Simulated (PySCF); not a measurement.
BrSi, SMILES [Si]Br (connectivity only; charge and spin as stated), charge +1, multiplicity 1. Coordinates come from a B3LYP-D3(BJ)/def2-TZVP optimisation. The multiplicity is an assumed one; other spin states were not compared.

TDDFT-M06-2X/def2-TZVPD in PySCF puts the lowest singlet excitations at 4.72, 4.72, 4.75, 5.02, 5.02, 6.32 eV.

Task: What are the lowest excitation roots from ADC(2)/aug-cc-pVDZ run with PySCF 2.14.0? (An estimate is asked for; the answer gives what the named calculation found.)

Result: 5.00, 5.00, 5.01, 5.01, 5.01, 5.77 eV. S1 differs by 0.28 eV (second minus first; roots are paired by order, and the bases may differ).
